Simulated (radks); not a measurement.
C4+, configuration [He]. All-electron calculation, non-relativistic Kohn-Sham, r2SCAN, spin-polarised, spherical densities, point nucleus; meta-GGA in the generalised Kohn-Sham scheme. Program: a radial shooting solver on a logarithmic mesh with Libxc functionals.

Normalised radial functions P(r) = r R(r), r in bohr:

```
   r/bohr * 1s (the largest magnitude, 1.73, reaches the edge; | marks zero)
  0.01954 |              *
  0.02445 |                  *
  0.03083 |                      *
  0.03889 |                          *
  0.04904 |                               *
  0.06185 |                                     *
  0.07737 |                                          *
  0.09758 |                                               *
   0.1231 |                                                    *
   0.1552 |                                                      *
   0.1957 |                                                      *
   0.2468 |                                                   *
   0.3088 |                                             *
   0.3894 |                                    *
   0.4911 |                         *
   0.6193 |               *
    0.781 |        *
   0.9771 |   *
```

1s: eigenvalue -361.37 eV, 0 radial nodes, <r> = 0.267 bohr, 90 % of the charge inside 0.478 bohr.
